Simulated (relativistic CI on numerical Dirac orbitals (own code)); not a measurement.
**Radial parameters of Sb XIX**

Computed by Dirac-Coulomb-Breit CI, orbitals from a KLI potential per configuration, model QED (radiative potential, 1s self-energy scaled to tabulated hydrogen-like ionisation energies), unscaled Slater integrals (own radial code, finite nucleus).

Slater integrals F^k, G^k are unscaled and averaged over j, outside the closed core [Ar] 3d10; ζ comes from projecting the Hamiltonian with its Breit term on Σ l·s of the shell.

- 4s²4p³: F^2(4p,4p) = 140680, ζ(4p) = 63039 cm⁻¹; <r>(4p) = 0.7378, <r^2>(4p) = 0.6139 (bohr units).
- 4s4p⁴: F^2(4p,4p) = 140650, G^1(4s,4p) = 184900, ζ(4p) = 62938 cm⁻¹; <r>(4s) = 0.7124, <r^2>(4s) = 0.5693, <r>(4p) = 0.7379, <r^2>(4p) = 0.6141 (bohr units).
- 4p⁵: ζ(4p) = 62845 cm⁻¹; <r>(4p) = 0.7386, <r^2>(4p) = 0.6153 (bohr units).

Averages of the first 10 configurations, taken without configuration mixing, which lowers the lowest level and can move excited configurations by several eV; other configurations of the list can lie among them:

```tsv
Configuration	Parity	States	Average energy above the lowest level (eV)
4s²4p³	odd	20	15.5
4s4p⁴	even	30	72.5
4p⁵	odd	6	135.8
4s²4p²4d	even	150	98.5
4s4p³4d	odd	400	152.8
4s²4p²4f	odd	210	184.3
4s4p³4f	even	560	238.9
4p⁴4d	even	150	213.4
4s4p²4d²	even	1350	234.9
4s²4p4d4f	even	840	267.7
```
